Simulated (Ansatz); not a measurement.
`CS[SiH](N)F` → `[CH2]` (triplet) + `N[SiH](F)S`  (formal loss of a carbene)

Gas-phase electronic energies from Ansatz, PBE0-D4/def2-TZVP geometries. CCSD(T)/CBS adds triple-zeta CCSD(T) − MP2 to the extrapolated MP2 energy (def2 sets, frozen cores). This one scheme is used for every species. DFT in def2-TZVPP. B3LYP here is the variant with VWN-RPA as its local correlation; programs differ in this. Triplets are unrestricted, without spin–orbit coupling. Each species was taken in one conformer, which may not be the lowest.

**Question.** Is it downhill or uphill in electronic energy at CCSD(T)/CBS, and by how much? (Best estimate.)

**Answer.** The calculation gave: Uphill: ΔE = +422.0 kJ/mol.

**Question.** What do these levels give: PBE-D4, PBE, PBE0, B3LYP, SCS-MP2/def2-TZVPP, CCSD(T)/def2-TZVPP? (Estimate.)

**Answer.** Ansatz gave: PBE-D4 430.8, PBE 423.6, PBE0 414.5, B3LYP 405.1, SCS-MP2/def2-TZVPP 422.9, CCSD(T)/def2-TZVPP 408.1 kJ/mol.

Largest T1 diagnostic among the species: 0.011.

From PBE to PBE0 (25 % exact exchange), in def2-TZVPP and without D4, ΔE moves by −9.2 kJ/mol. The D4 term adds +11.4 kJ/mol with B3LYP and +6.1 kJ/mol with PBE0; it sums over pairs of atoms, weighted by their polarisabilities, and B3LYP, whose exchange is more repulsive, gets the larger term.
